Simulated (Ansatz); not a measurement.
Input for Ansatz (a quantum-chemistry and plane-wave program): U-PBE/cc-pV(T+d)Z on C3H10O3Si (SMILES CC(C)[Si](O)(O)O), a point of a bond scan (R = 4.295 Å). Files ending in .json are basis or fitting sets from the Basis Set Exchange.

Ansatz 0.2 input:
```yaml
crystal:
  periodic: [false, false, false]
  atoms:
    - {symbol: C, position_ang: [-3.40024309, 2.43107047, -1.49535311]}
    - {symbol: C, position_ang: [-3.40594091, 1.03316852, -0.85998896]}
    - {symbol: C, position_ang: [-4.05890641, 0.00624059, -1.79643280]}
    - {symbol: Si, position_ang: [0.52681883, -0.18801892, 0.36023218]}
    - {symbol: O, position_ang: [1.40812049, -0.25850565, -1.03393651]}
    - {symbol: O, position_ang: [1.20311931, 0.82449385, 1.46411534]}
    - {symbol: O, position_ang: [0.53735498, -1.62106473, 1.16478110]}
    - {symbol: H, position_ang: [-2.79220239, 2.44735555, -2.40222780]}
    - {symbol: H, position_ang: [-3.00647518, 3.18823718, -0.81304196]}
    - {symbol: H, position_ang: [-4.41322357, 2.73798339, -1.76943784]}
    - {symbol: H, position_ang: [-3.99724452, 1.07919047, 0.06219927]}
    - {symbol: H, position_ang: [-5.07135042, 0.31655835, -2.06868459]}
    - {symbol: H, position_ang: [-3.48606460, -0.10265077, -2.71968041]}
    - {symbol: H, position_ang: [-4.13653975, -0.97911950, -1.33080079]}
    - {symbol: H, position_ang: [2.33268046, -0.51107005, -0.96443310]}
    - {symbol: H, position_ang: [1.36027611, 1.73132240, 1.19311051]}
    - {symbol: H, position_ang: [0.26485923, -2.40189813, 0.67846066]}
basis:
  gaussian:
    orbitals: cc-pV_T+d_Z.json
hamiltonian:
  xc: {name: PBE}
magnetization: {spin_polarized: true, initial_magnetization: 0}
```

The head of its log:

```
WARN ansatz: RAYON_NUM_THREADS=4 ignored (pool sized by the plan → 4); use --threads N
Functional definition: PBE
integrals: 0.36 GiB planned
1891 factors; their error is unknown
mean field: 2.76 GiB planned
mean field evaluation 1: about -17242.6817 eV, gradient 9.3e1 eV
mean field evaluation 2: about -16931.3608 eV, gradient 2.0e2 eV
```

Task: Give the final energy of this run.

Result: -635.1173 hartree. Its determinant has ⟨S²⟩ = 0.91, a mixture of spin states.
